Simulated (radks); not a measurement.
The numbers below are computed, except where a source is named.
Task: Hf10+, 62 electrons, occupied as [Kr] 4d10 4f(5/2: 6, 7/2: 6) 5s2 5p(1/2: 2, 3/2: 0) (the NIST ground configuration). Code: a radial shooting solver on a logarithmic mesh with Libxc functionals. Model: Dirac Kohn-Sham, BLYP, spin-unpolarised, spherical densities, finite nucleus; Fermi nuclear charge, rms radius 5.347 fm. Some entries of the table are withheld. Estimate them.

| orbital | occ. | eigenvalue (eV) | r(max) (bohr) |
|---|---|---|---|
| 1s1/2 | 2 | -65367.92 | 0.01190 |
| 2s1/2 | 2 | -11323.43 | 0.06826 |
| 2p1/2 | 2 | -10825.68 | (1) |
| 2p3/2 | 4 | -9633.423 | (2) |
| 3s1/2 | 2 | -2719.774 | 0.1924 |
| 3p1/2 | 2 | (3) | 0.1803 |
| 3p3/2 | 4 | (4) | 0.1940 |
| 3d3/2 | 4 | -1867.516 | 0.1523 |
| 3d5/2 | 6 | -1811.773 | 0.1561 |
| 4s1/2 | 2 | -689.9240 | 0.4372 |
| 4p1/2 | 2 | -599.0314 | 0.4375 |
| 4p3/2 | 4 | -539.9039 | 0.4663 |
| 4d3/2 | 4 | -390.0020 | 0.4641 |
| 4d5/2 | 6 | -379.0406 | 0.4732 |
| 5s1/2 | 2 | -224.4780 | 0.9698 |
| 5p1/2 | 2 | -194.6197 | (5) |
| 4f5/2 | 6 | (6) | 0.4427 |
| 4f7/2 | 6 | (7) | 0.4473 |
| 5p3/2 | 0 | -183.1089 | (8) |

Result: 
(1) 2p1/2 r(max) (bohr): 0.05091
(2) 2p3/2 r(max) (bohr): 0.05753
(3) 3p1/2 eigenvalue (eV): -2498.528
(4) 3p3/2 eigenvalue (eV): -2243.000
(5) 5p1/2 r(max) (bohr): 1.023
(6) 4f5/2 eigenvalue (eV): -191.8377
(7) 4f7/2 eigenvalue (eV): -189.8313
(8) 5p3/2 r(max) (bohr): 1.086
